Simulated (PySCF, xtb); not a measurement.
W(O)2(Cl)(OH) (ClHO₃W), SMILES [W]([OH])([Cl])(=[O])=[O], multiplicity 1.

GFN2-xTB (xtb 6.7.1) at its own geometry gives an orbital gap of 4.01 eV and a dipole moment of 6.13 D.

Geometry optimised at B3LYP-D3(BJ)/def2-SVP. The geometry has at least one imaginary mode, so it is a saddle point at that level. The multiplicity is an assumed one; no other spin state was optimised. The structure was generated by enumeration; whether it is a known compound was not checked. The def2 effective core potentials stand for the cores of W; spin–orbit coupling is left out. One conformer was computed; it need not be the lowest.

What does PBE/def2-TZVP in PySCF give? (The exact figures need the calculation; the answer reports its results.)

gap 4.39 eV (levels -7.67 and -3.28 eV), dipole 3.06 D.
